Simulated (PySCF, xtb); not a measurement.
C6H6O, SMILES O1[C@H]2C=C[C@@H]1C=C2.

GFN2-xTB (xtb) at its own geometry gives an orbital gap of 4.31 eV and a dipole moment of 1.93 D.

Coordinates come from a PBE-D3(BJ)/def2-SVP optimisation. The structure was generated by enumeration; whether it is a known compound was not checked. The values are those of a single conformer.

What does PBE/def2-TZVP in PySCF give? (The exact figures need the calculation; the answer reports its results.)

gap 3.43 eV (levels -5.28 and -1.84 eV), dipole 1.73 D.
